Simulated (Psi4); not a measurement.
C2H13NSi3 (SMILES C[SiH](C)[SiH2][SiH2]N), singlet, geometry from GFN2-xTB; PBE/6-31G* run with Psi4.

Here is a job for Psi4.
```
memory 2 GB

molecule mol {
0 1
Si    1.743457    0.087582   -0.505476
C     2.773941   -1.203903   -1.455826
C     2.210946   -0.034320    1.337906
Si   -0.540903   -0.249051   -0.754899
Si   -1.890806    0.533154    0.966341
N    -3.593145    0.595731    0.659186
H     2.195771    1.413951   -0.974390
H     3.841897   -1.055391   -1.319197
H     2.569428   -1.154839   -2.521269
H     2.539043   -2.212337   -1.125997
H     3.274069    0.120535    1.497728
H     1.679599    0.709909    1.924434
H     1.959435   -1.009657    1.745903
H    -0.810661   -1.684897   -0.984182
H    -0.979029    0.333344   -2.040942
H    -1.570145    1.920629    1.322694
H    -1.809640   -0.302941    2.169107
H    -4.086018   -0.275561    0.544296
H    -3.925519    1.252869   -0.028495
}

set {
  basis 6-31g*
  reference rks
}

energy('pbe')
print_variables()
```

Question: What does Psi4 print? Leave out banner, timings and long lists.

Answer: 
```
   => Loading Basis Set <=

    Name: 6-31G*
    Role: ORBITAL
    Keyword: BASIS

         ---------------------------------------------------------
                                   SCF
               by Justin Turney, Rob Parrish, Andy Simmonett
                          and Daniel G. A. Smith
                              RKS Reference
         ---------------------------------------------------------

  ==> Geometry <==

    Molecular point group: c1
    Full point group: C1

    Geometry (in Angstrom), charge = 0, multiplicity = 1:

       Center              X                  Y                   Z               Mass
    ------------   -----------------  -----------------  -----------------  -----------------
         SI           1.779263894100     0.073345808698    -0.504000489276    27.976926534650
         C            2.809747894100    -1.218139191302    -1.454350489276    12.000000000000
         C            2.246752894100    -0.048556191302     1.339381510724    12.000000000000
         SI          -0.505096105900    -0.263287191302    -0.753423489276    27.976926534650
         SI          -1.854999105900     0.518917808698     0.967816510724    27.976926534650
         N           -3.557338105900     0.581494808698     0.660661510724    14.003074004430
         H            2.231577894100     1.399714808698    -0.972914489276     1.007825032230
         H            3.877703894100    -1.069627191302    -1.317721489276     1.007825032230
         H            2.605234894100    -1.169075191302    -2.519793489276     1.007825032230
         H            2.574849894100    -2.226573191302    -1.124521489276     1.007825032230
         H            3.309875894100     0.106298808698     1.499203510724     1.007825032230
         H            1.715405894100     0.695672808698     1.925909510724     1.007825032230
         H            1.995241894100    -1.023893191302     1.747378510724     1.007825032230
         H           -0.774854105900    -1.699133191302    -0.982706489276     1.007825032230
         H           -0.943222105900     0.319107808698    -2.039466489276     1.007825032230
         H           -1.534338105900     1.906392808698     1.324169510724     1.007825032230
         H           -1.773833105900    -0.317177191302     2.170582510724     1.007825032230
         H           -4.050211105900    -0.289797191302     0.545771510724     1.007825032230
         H           -3.889712105900     1.238632808698    -0.027019489276     1.007825032230

  Running in c1 symmetry.

  Rotational constants: A =      0.12499  B =      0.02453  C =      0.02165 [cm^-1]
  Rotational constants: A =   3746.99423  B =    735.34496  C =    649.13742 [MHz]
  Nuclear repulsion =  431.072135899425234

  Charge       = 0
  Multiplicity = 1
  Electrons    = 74
  Nalpha       = 37
  Nbeta        = 37

  ==> Algorithm <==

  SCF Algorithm Type is DF.
  DIIS enabled.
  MOM disabled.
  Fractional occupation disabled.
  Guess Type is SAD.
  Energy threshold   = 1.00e-06
  Density threshold  = 1.00e-06
  Integral threshold = 1.00e-12

  ==> Primary Basis <==

  Basis Set: 6-31G*
    Blend: 6-31G*
    Number of shells: 68
    Number of basis functions: 128
    Number of Cartesian functions: 128
    Spherical Harmonics?: false
    Max angular momentum: 2

  ==> DFT Potential <==

   => LibXC <=

    Version 7.1.2
    S. Lehtola, C. Steigemann, M. J. T. Oliveira, and M. A. L. Marques,  SoftwareX 7, 1–5 (2018) (10.1016/j.softx.2017.11.002)

   => Composite Functional: PBE <=

    PBE GGA Exchange-Correlation Functional

    J.P. Perdew et. al., Phys. Rev. Lett., 77(18), 3865-3868, 1996

    Deriv               =              1
    GGA                 =           TRUE
    Meta                =          FALSE

    Exchange Hybrid     =          FALSE
    MP2 Hybrid          =          FALSE

   => Exchange Functionals <=

    1.0000     XC_GGA_X_PBE

   => Correlation Functionals <=

    1.0000     XC_GGA_C_PBE

[...]
    K tasked:                    No
    wK tasked:                   No
    Algorithm:                 Core
    Schwarz Cutoff:           1E-12
    Mask sparsity (%):       9.7656
    Fitting Condition:        1E-10

   => Auxiliary Basis Set <=

  Basis Set: (6-31G* AUX)
    Blend: CC-PVDZ-JKFIT
    Number of shells: 297
    Number of basis functions: 958
    Number of Cartesian functions: 958
    Spherical Harmonics?: false
    Max angular momentum: 3

  Minimum eigenvalue in the overlap matrix is 3.1692901829E-03.
  Reciprocal condition number of the overlap matrix is 4.7739043632E-04.
    Using symmetric orthogonalization.

  ==> Pre-Iterations <==

  SCF Guess: Superposition of Atomic Densities via on-the-fly atomic UHF (no occupation information).

   -------------------------
    Irrep   Nso     Nmo
   -------------------------
     A        128     128
   -------------------------
    Total     128     128
   -------------------------

  ==> Iterations <==

                           Total Energy        Delta E     RMS |[F,P]|

   @DF-RKS iter SAD: -1005.79034912221857   -1.00579e+03   0.00000e+00
   @DF-RKS iter   1: -1005.78452743628281    5.82169e-03   9.89420e-03 ADIIS/DIIS
   @DF-RKS iter   2: -1004.11205861924611    1.67247e+00   1.55079e-02 ADIIS/DIIS
   @DF-RKS iter   3: -1006.49375617762234   -2.38170e+00   3.02790e-03 ADIIS/DIIS
   @DF-RKS iter   4: -1006.57041106404188   -7.66549e-02   1.38055e-03 ADIIS/DIIS
   @DF-RKS iter   5: -1006.58524655075610   -1.48355e-02   3.93630e-04 ADIIS/DIIS
   @DF-RKS iter   6: -1006.58682770468704   -1.58115e-03   1.05693e-04 ADIIS/DIIS
   @DF-RKS iter   7: -1006.58695922760432   -1.31523e-04   1.86147e-05 DIIS
   @DF-RKS iter   8: -1006.58696317198985   -3.94439e-06   5.32797e-06 DIIS
   @DF-RKS iter   9: -1006.58696345891235   -2.86922e-07   1.98478e-06 DIIS
   @DF-RKS iter  10: -1006.58696349711136   -3.81990e-08   4.19537e-07 DIIS
  Energy and wave function converged.

  ==> Post-Iterations <==

   Electrons on quadrature grid:
      Ntotal   =   73.9999458444 ; deviation = -5.416e-05

    Orbital Energies [Eh]
    ---------------------

    Doubly Occupied:

[...]
      37A     -0.196476

    Virtual:

[...]
     128A      4.131656

    Final Occupation by Irrep:
              A
    DOCC [    37 ]
    NA   [    37 ]
    NB   [    37 ]

  @DF-RKS Final Energy: -1006.58696349711136

   => Energetics <=

    Nuclear Repulsion Energy =            431.0721358994252341
    One-Electron Energy =               -2248.0350393533508395
    Two-Electron Energy =                 895.1211800441177502
    DFT Exchange-Correlation Energy =     -84.7452400873034151
    Empirical Dispersion Energy =           0.0000000000000000
    VV10 Nonlocal Energy =                  0.0000000000000000
    Total Energy =                      -1006.5869634971113555

Computation Completed

Properties will be evaluated at   0.000000,   0.000000,   0.000000 [a0]

Properties computed using the SCF density matrix

 Multipole Moments:

 ------------------------------------------------------------------------------------
     Multipole            Electronic (a.u.)      Nuclear  (a.u.)        Total (a.u.)
 ------------------------------------------------------------------------------------

 L = 1.  Multiply by 2.5417464519 to convert [e a0] to [Debye]
 Dipole X            :         -5.1059503            5.0072435           -0.0987067
 Dipole Y            :          1.7309012           -1.9908173           -0.2599161
 Dipole Z            :         -0.4273926            0.2063275           -0.2210651
 Magnitude           :                                                    0.3552030

 ------------------------------------------------------------------------------------

  Variable Map:
  ----------------------------------------------------------------------------
[...]
  Array Variable Map:
  ----------------------------------------------------------------------------
[...]
[...]
```
